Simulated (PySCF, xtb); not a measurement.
C₃H₈AlCl, SMILES [Cl][Al]([CH2]C)[CH3].

GFN2-xTB (xtb) at its own geometry gives an orbital gap of 4.07 eV and a dipole moment of 1.70 D.

Geometry: B3LYP-D3(BJ)/def2-SVP. The structure was generated by enumeration; whether it is a known compound was not checked. Other conformers were not sampled.

### Question
What does PBE/def2-TZVP (PySCF) give? (Estimate from the structure and the level; the computed values follow.)

### Answer
gap 4.88 eV (levels -6.32 and -1.44 eV), dipole 2.05 D.
